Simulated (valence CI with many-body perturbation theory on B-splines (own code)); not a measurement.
## Br3+: electric-dipole lines

Computed by relativistic CI+MBPT: four valence electrons over a frozen Dirac-Fock core [Ar] 3d10, a basis of 11 s, 11 p, 10 d, 8 f, 5 g, 2 h functions for each j, with the one-electron correlation potential Σ1 (screened to all orders), the two-electron term Σ2, the three-electron term Σ3, Breit, model QED; selected single and double excitations, second order for the rest, scaled by the run's own slope (own B-spline code, finite nucleus).

No measured levels were compared; by estimate levels hold to about 250 cm⁻¹ or 0.2 % of their energy and the worst to 1 %, as in measured heavy ions of charge 2 to 7; those with d or f electrons hold less well. Among the levels kept, up to 1600 cm⁻¹ of a level comes from second order outside the variational space, and about a tenth of that is noise between levels of different J, which matters for small intervals.

Lines 101 to 150 of 552 in falling wavelength, among levels below 39.738 eV, chosen from the strongest by gf and those to the six lowest levels. Wavelengths and rates use the calculated energies, so an error of 300 cm⁻¹ moves a line at 444.3 nm by 1.3 % and its rate by three times that or more. Electric multipoles are in the length gauge, E1 and E2 with the static RPA response of the core. Weak lines are less certain than strong ones. Lines between different terms over intervals too small for the method are left out, as are lines whose strength nearly cancels. Where a level lies close to another of its J and parity, the split of strength between their lines is uncertain. The highest levels of a list are the least certain.

Names give the largest LS component (configuration and term), which can be under half, so a name can repeat, a term be missing and a line seem to break the LS rules; names also repeat where a configuration has a term twice. Letters in brackets count levels of one name in rising energy.

| λ vac (nm) | Upper | Lower | A (s⁻¹) | log gf | Branch % |
| --- | --- | --- | --- | --- | --- |
| 444.3 | 4s²4p5g ³H°_5 | 4s4p²4d ¹G_4 | 1.71e+07 | -0.25 | 1.5 |
| 443.9 | 4s²4p6d ³P°_0 | 4s²4p6p ³S_1 | 2.59e+08 | -0.12 | 27.9 |
| 439.0 | 4s²4p6d ³P°_1 | 4s²4p6p ³S_1 | 1.68e+08 | 0.16 | 19.8 |
| 437.7 | 4s²4p6d ³D°_3 | 4s²4p6p ³D_3 | 7.23e+07 | 0.16 | 6.9 |
| 435.6 | 4s²4p6d ¹D°_2 | 4s²4p6p ¹P_1 | 1.09e+08 | 0.19 | 11.9 |
| 435.6 | 4s²4p7s ³P°_2 | 4s²4p6p ³P_2 | 3.75e+07 | -0.27 | 2.2 |
| 433.5 | 4s²4p6d ³F°_4 | 4s²4p6p ³D_3 | 2.00e+08 | 0.70 | 34.7 |
| 432.1 | 4s²4p6d ³D°_3 | 4s4p²4d ³F_3 [c] | 1.64e+07 | -0.49 | 1.6 |
| 431.8 | 4s4p²5p ⁵P°_3 | 4s²4p6p ¹D_2 | 3.41e+07 | -0.18 | 3.2 |
| 431.0 | 4s²4p6d ³F°_2 | 4s4p²4d ³D_1 [b] | 1.36e+08 | 0.28 | 23.2 |
| 428.8 | 4s²4p7s ¹P°_1 | 4s²4p6p ³P_2 | 7.31e+07 | -0.22 | 3.0 |
| 428.5 | 4s4p²5p ³D°_2 | 4s²4p6p ³P_2 | 3.42e+07 | -0.33 | 3.9 |
| 428.2 | 4s²4p7s ³P°_0 | 4s²4p6p ³D_1 | 2.10e+08 | -0.24 | 10.5 |
| 428.1 | 4s²4p6d ³F°_4 | 4s4p²4d ³F_3 [c] | 6.97e+07 | 0.24 | 12.1 |
| 426.6 | 4s²4p7s ³P°_1 | 4s²4p6p ³D_2 | 1.23e+08 | 0.00 | 5.4 |
| 422.0 | 4s²4p6d ³P°_2 | 4s²4p6p ¹P_1 | 9.61e+07 | 0.11 | 10.2 |
| 421.2 | 4s²4p6d ¹F°_3 | 4s²4p6p ¹D_2 | 1.37e+08 | 0.41 | 10.7 |
| 419.5 | 4s²4p7s ³P°_2 | 4s²4p6p ³S_1 | 1.06e+08 | 0.14 | 6.3 |
| 415.8 | 4s²4p5g ³F°_3 | 4s²4p6p ¹D_2 | 3.90e+07 | -0.15 | 3.5 |
| 413.8 | 4s²4p6d ³D°_1 | 4s4p²4d ³D_1 [b] | 4.99e+07 | -0.42 | 4.1 |
| 413.2 | 4s²4p5g ³F°_4 [b] | 4s²4p6p ³D_3 | 2.34e+07 | -0.27 | 2.1 |
| 412.8 | 4s²4p6d ³F°_3 | 4s4p²5s ³P_2 | 5.67e+07 | 0.01 | 6.4 |
| 410.0 | 4s²4p7s ³P°_2 | 4s²4p6p ¹D_2 | 2.67e+07 | -0.47 | 1.6 |
| 406.0 | 4s²4p6d ³F°_2 | 4s4p²4d ³D_1 [a] | 1.33e+08 | 0.22 | 22.7 |
| 403.9 | 4s²4p7s ¹P°_1 | 4s²4p6p ¹D_2 | 1.13e+08 | -0.08 | 4.7 |
| 403.7 | 4s4p²5p ³D°_2 | 4s²4p6p ¹D_2 | 2.86e+07 | -0.46 | 3.2 |
| 397.7 | 4s²4p6d ³F°_3 | 4s4p²4d ³D_2 [a] | 9.69e+07 | 0.21 | 10.9 |
| 396.6 | 4s²4p6d ³F°_4 | 4s4p²4d ³G_5 | 2.74e+07 | -0.24 | 4.8 |
| 394.7 | 4s²4p7s ³P°_2 | 4s²4p6p ³D_3 | 1.47e+08 | 0.23 | 8.7 |
| 390.2 | 4s²4p7s ³P°_2 | 4s4p²4d ³F_3 [c] | 3.45e+07 | -0.40 | 2.0 |
| 387.6 | 4s²4p7s ³P°_1 | 4s4p²4d ³D_1 [b] | 5.85e+07 | -0.40 | 2.6 |
| 387.6 | 4s²4p6d ¹P°_1 | 4s²4p6p ¹P_1 | 2.21e+08 | 0.17 | 17.7 |
| 385.9 | 4s4p²5p ³D°_3 | 4s²4p6p ³P_2 | 5.89e+07 | -0.04 | 7.6 |
| 381.6 | 4s4p²5p ⁵D°_2 [a] | 4s4p²5s ³P_1 | 3.67e+07 | -0.40 | 3.6 |
| 380.6 | 4s4p²5p ³D°_3 | 4s4p²4d ³F_4 [b] | 2.04e+07 | -0.51 | 2.6 |
| 377.5 | 4s4p²5p ⁵D°_2 [b] | 4s4p²5s ³P_1 | 6.58e+07 | -0.15 | 6.0 |
| 374.2 | 4s²4p6d ¹D°_2 | 4s²4p6p ³D_1 | 5.31e+07 | -0.25 | 5.8 |
| 374.1 | 4s²4p5g ³H°_6 | 4s4p²4d ³G_5 | 1.50e+08 | 0.61 | 13.1 |
| 372.3 | 4s²4p6d ³D°_3 | 4s²4p6p ³D_2 | 5.77e+07 | -0.08 | 5.5 |
| 371.3 | 4s²4p7s ³P°_1 | 4s4p²4d ³D_2 [a] | 5.68e+07 | -0.45 | 2.5 |
| 359.6 | 4s²4p5g ¹H°_5 | 4s4p²4d ³G_4 | 9.35e+07 | 0.30 | 8.5 |
| 355.5 | 4s²4p5g ¹G°_4 | 4s4p²4d ³G_3 | 3.10e+07 | -0.28 | 2.6 |
| 339.7 | 4s²4p6d ³D°_3 | 4s4p²5s ³P_2 | 5.42e+07 | -0.18 | 5.2 |
| 337.1 | 4s²4p6d ³D°_1 | 4s4p²5s ³P_0 | 6.56e+07 | -0.47 | 5.4 |
| 317.1 | 4s²4p5f ³F_3 | 4s²4p5d ¹D°_2 | 4.41e+07 | -0.33 | 1.2 |
| 316.5 | 4s4p²5p ⁵D°_3 | 4s4p²5s ⁵P_3 | 2.98e+07 | -0.50 | 2.6 |
| 313.2 | 4s²4p5p ¹P_1 | 4s²4p5s ³P°_1 | 1.23e+08 | -0.27 | 14.3 |
| 310.1 | 4s²4p5p ³P_1 | 4s²4p5s ¹P°_1 | 1.27e+08 | -0.26 | 13.2 |
| 309.5 | 4s4p²5p ³D°_3 | 4s²4p6p ³D_2 | 3.93e+07 | -0.40 | 5.1 |
| 309.1 | 4s4p²5p ⁵D°_2 [a] | 4s4p²5s ⁵P_2 | 4.37e+07 | -0.50 | 4.3 |
